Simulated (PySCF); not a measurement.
# Ar+ (argon, charge +1): UHF calculation

Configuration: [Ne] 3s2 3p5, 2P determinant. Calculation: PySCF 2.14, in cc-pVTZ-DK; the spin-free X2C one-electron Hamiltonian (Gaussian nucleus).

```
Total energy                                                  : -528.086487 hartree
One-electron energy                                           : -721.8907 hartree
Hartree (Coulomb) energy                                      : 223.8237 hartree
Exchange energy                                               : -30.0196 hartree
⟨S²⟩                                                          : 0.7582
⟨L²⟩                                                          : 2.029
Sum of ⟨r⟩                                                    : 13.79 bohr
Sum of ⟨r²⟩                                                   : 20.21 bohr²
Traceless quadrupole moment −½Σ⟨3z² − r²⟩ along its main axis : 1.16 e·bohr²
Langevin diamagnetic susceptibility                           : -16.0 ×10⁻⁶ cm³/mol
Time after the integrals                                      : 0.15 s of wall time on 1 thread of Neoverse-N1 (shared host)
```

```json
{"shell": "1s α", "electrons": "1", "mean orbital energy (hartree)": "-119.61962", "spread (hartree)": "0", "rms radius, mean of both spins (bohr)": "0.0991"}
{"shell": "1s β", "electrons": "1", "mean orbital energy (hartree)": "-119.60499", "spread (hartree)": "0", "rms radius, mean of both spins (bohr)": "0.0991"}
{"shell": "2s α", "electrons": "1", "mean orbital energy (hartree)": "-12.93034", "spread (hartree)": "0", "rms radius, mean of both spins (bohr)": "0.446"}
{"shell": "2s β", "electrons": "1", "mean orbital energy (hartree)": "-12.91608", "spread (hartree)": "0", "rms radius, mean of both spins (bohr)": "0.446"}
{"shell": "2p α", "electrons": "3", "mean orbital energy (hartree)": "-10.09952", "spread (hartree)": "0.03117", "rms radius, mean of both spins (bohr)": "0.417"}
{"shell": "2p β", "electrons": "3", "mean orbital energy (hartree)": "-10.07391", "spread (hartree)": "0.02417", "rms radius, mean of both spins (bohr)": "0.417"}
{"shell": "3s α", "electrons": "1", "mean orbital energy (hartree)": "-1.79417", "spread (hartree)": "0", "rms radius, mean of both spins (bohr)": "1.48"}
{"shell": "3s β", "electrons": "1", "mean orbital energy (hartree)": "-1.65396", "spread (hartree)": "0", "rms radius, mean of both spins (bohr)": "1.48"}
{"shell": "3p α", "electrons": "3", "mean orbital energy (hartree)": "-1.07102", "spread (hartree)": "0.09029", "rms radius, mean of both spins (bohr)": "1.69"}
{"shell": "3p β", "electrons": "2", "mean orbital energy (hartree)": "-1.01492", "spread (hartree)": "0", "rms radius, mean of both spins (bohr)": "1.69"}
```

Densities and radii are taken from the X2C orbitals without a picture-change correction, which distorts them close to the nucleus.
